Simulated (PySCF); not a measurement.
Electron correlation in Mg²⁺ (magnesium, charge +2)

[Ne], closed-shell 1S. Computed with PySCF 2.14 in aug-cc-pCVTZ (8s7p5d3f, 75 functions), with the non-relativistic Hamiltonian (point nucleus). Frozen: 1s2; 8 electrons correlated.

| level | correlation energy (mhartree) |
| --- | --- |
| CCSD | -259.52 |
| (T) | -1.88 |
| CCSD(T) | -261.40 |

Diagnostics: T1 = 0.0021, D1 = 0.0031, largest double amplitude 0.016.

Cost of the coupled-cluster step: of the order of 5 core-seconds, for 8 correlated electrons.

Iterations:

```
CC2 = 0
CCSD nocc = 4, nmo = 74
frozen orbitals [0]
max_cycle = 100
direct = 0
conv_tol = 1e-08
conv_tol_normt = 1e-06
diis_space = 8
diis_start_cycle = 0
Init t2, MP2 energy = -199.084053057769  E_corr(MP2) -0.254546728413476
Init E_corr(CCSD) = -0.254546728434081
cycle = 1  E_corr(CCSD) = -0.2583589962236  dE = -0.00381226779  norm(t1,t2) = 0.00708524
cycle = 2  E_corr(CCSD) = -0.259412938904085  dE = -0.00105394268  norm(t1,t2) = 0.00114061
cycle = 3  E_corr(CCSD) = -0.259502538838553  dE = -8.95999345e-05  norm(t1,t2) = 0.000291641
cycle = 4  E_corr(CCSD) = -0.259520375442799  dE = -1.78366042e-05  norm(t1,t2) = 4.26497e-05
cycle = 5  E_corr(CCSD) = -0.259519014680189  dE = 1.36076261e-06  norm(t1,t2) = 4.14078e-06
cycle = 6  E_corr(CCSD) = -0.259518809825338  dE = 2.04854851e-07  norm(t1,t2) = 4.75118e-07
cycle = 7  E_corr(CCSD) = -0.25951881209396  dE = -2.26862151e-09  norm(t1,t2) = 7.28695e-08
CCSD converged
E(CCSD) = -199.0890251414494  E_corr = -0.2595188120939597
CCSD(T) correction = -0.00187608183452799
```
